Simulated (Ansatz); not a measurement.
A nudged elastic band was laid between two geometries of FH4OSSi (8 atoms, charge 1, multiplicity 1).

All numbers below come from RKS LDA/6-31G* (Ansatz 0.2.0).

```json
{"movable images": "5", "climbing image": "yes", "spring": "5.0 eV/Å²", "optimiser": "quadratic models (default)", "start path": "IDPP", "force threshold": "0.03 eV/Å", "iteration limit": "60", "end points": "relaxed"}
```

Image 0:

```xyz
8
Properties=species:S:1:pos:R:3
O 0.149 1.155 -1.039
Si 0.318 0.536 0.435
F -0.903 0.729 1.418
S 0.089 -1.612 -0.290
H 0.372 2.075 -1.297
H 1.620 0.595 1.139
H -0.984 -1.345 -1.098
H -0.661 -2.132 0.731
```

Image 6:

```xyz
8
Properties=species:S:1:pos:R:3
O -0.103 1.324 -0.948
Si 0.177 0.564 0.436
F -0.745 0.913 1.667
S -0.800 -1.373 -0.264
H 0.104 2.258 -1.161
H 1.571 0.277 0.852
H 0.097 -1.711 -1.240
H -0.299 -2.252 0.658
```

Question: Which bonds break or form, and what moves?

Answer: No bond is made or broken. The height of S4 over the plane of its neighbours goes from -0.79 to 0.77 Å.

Question: Give the energies along the band, and the barrier.

Answer: The forces met the threshold. The highest image is number 3 of 0 to 6, 65.6 kJ/mol above the first end and 61.8 kJ/mol above the last; the last end lies 3.8 kJ/mol above the first. A vibrational analysis at the climbing image gives one clearly imaginary mode, 598i cm⁻¹: a first-order saddle point.

| image | path coordinate (Å) | energy (kJ/mol) | height of S4 over the plane of its neighbours (Å) |
| --- | --- | --- | --- |
| 0 | 0.00 | 0.0 | -0.79 |
| 1 | 0.47 | 2.3 | -0.76 |
| 2 | 0.94 | 24.6 | -0.52 |
| 3 | 1.42 | 65.6 | -0.02 |
| 4 | 1.79 | 34.7 | 0.40 |
| 5 | 2.17 | 8.6 | 0.68 |
| 6 | 2.55 | 3.8 | 0.77 |

Question: What is the geometry of the highest image?

Answer: 
```xyz
8
Properties=species:S:1:pos:R:3
O -0.067 1.370 -0.895
Si 0.328 0.669 0.487
F -0.620 0.896 1.721
S -0.416 -1.375 -0.131
H 0.430 2.091 -1.336
H 1.746 0.520 0.883
H -0.590 -1.785 -1.411
H -0.810 -2.386 0.683
```

Question: What are the harmonic wavenumbers there?

Answer: 598i, 86, 178, 232, 273, 328, 393, 479, 628, 716, 814, 908, 1101, 1111, 2309, 2647, 2694, 3690 cm⁻¹.

Run time: 100 s on 1 thread of Arm Neoverse V1, with other jobs on the host, peak memory 0.14 GiB.
